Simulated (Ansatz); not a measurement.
Geometry optimisation, RKS B3LYP/def2-SVP in Ansatz 0.2.0.

Input:

```yaml
crystal:
  periodic: [false, false, false]
  atoms:
    - { symbol: B, position_ang: [-0.118494, -0.177252, 0.055344] }
    - { symbol: O, position_ang: [-0.020978, -0.49969, 1.399682] }
    - { symbol: H, position_ang: [-0.87222, -0.627399, 1.831022] }
    - { symbol: F, position_ang: [1.035111, 0.040136, -0.586142] }
    - { symbol: "N", position_ang: [-1.31735, -0.092636, -0.681791] }
    - { symbol: H, position_ang: [-2.241073, -0.294712, -0.323715] }
    - { symbol: H, position_ang: [-1.293119, 0.111966, -1.672999] }
    - { symbol: H, position_ang: [0.078089, 2.109339, 0.759244] }
    - { symbol: H, position_ang: [0.159934, 1.711048, 1.349954] }
basis:
  gaussian: { orbitals: def2-SVP }
hamiltonian:
  xc: b3lyp
relax:
  f_tol: 0.03
  max_steps: 50
```

Launched with:

```bash
$ ansatz run input.yaml --threads 2 --pin off --max-ram 3072MiB --backend cpu --events-out ev --progress --plain --runs-dir out
```

**Question.** Where does it end, and by what steps?

**Answer.** The forces met the threshold. The force dipped under the threshold on the way, but the program's further checks kept it going. After 26 steps the energy has fallen by 0.232 eV; H8 moved furthest, 1.71 Å.

| step | energy less start (eV) | largest force component (eV/Å) | accepted |
| --- | --- | --- | --- |
| 0 | 0.0000 | 1.396 | yes |
| 1 | -0.1323 | 0.356 | yes |
| 2 | -0.1735 | 0.226 | yes |
| 3 | -0.1916 | 0.090 | yes |
| 4 | -0.1972 | 0.093 | yes |
| 5 | -0.2008 | 0.374 | yes |
| 6 | -0.2064 | 0.321 | yes |
| 7 | -0.2185 | 0.207 | yes |
| 8 | -0.2237 | 0.044 | yes |
| 9 | -0.2199 | 0.604 | no |
| 10 | -0.2258 | 0.034 | yes |
| 11 | -0.2275 | 0.078 | yes |
| 12 | -0.2273 | 0.290 | no |
| 13 | -0.2229 | 0.354 | no |
| 14 | -0.2286 | 0.026 | yes |
| 15 | -0.2296 | 0.066 | yes |
| 16 | -0.2301 | 0.132 | yes |
| 17 | -0.2305 | 0.068 | yes |
| 18 | -0.2310 | 0.033 | yes |
| 19 | -0.2313 | 0.031 | yes |
| 20 | -0.2313 | 0.067 | yes |
| 21 | -0.2316 | 0.033 | yes |
| 22 | -0.2318 | 0.022 | yes |
| 23 | -0.2320 | 0.021 | yes |
| 24 | -0.2320 | 0.055 | yes |
| 25 | -0.2321 | 0.033 | yes |
| 26 | -0.2322 | 0.014 | yes |

```xyz
9
Properties=species:S:1:pos:R:3
B -0.196 -0.411 -0.258
O -0.061 -0.092 1.064
H -0.894 0.002 1.539
F 0.944 -0.563 -0.947
N -1.421 -0.588 -0.935
H -2.335 -0.490 -0.516
H -1.444 -0.822 -1.919
H 0.391 2.972 2.201
H 0.426 2.273 1.900
```

Time of the run: 2.3 min on 2 threads of Intel(R) Xeon(R) Processor @ 2.50GHz (Skylake/Cascade Lake) (shared host), peak memory 0.16 GiB.
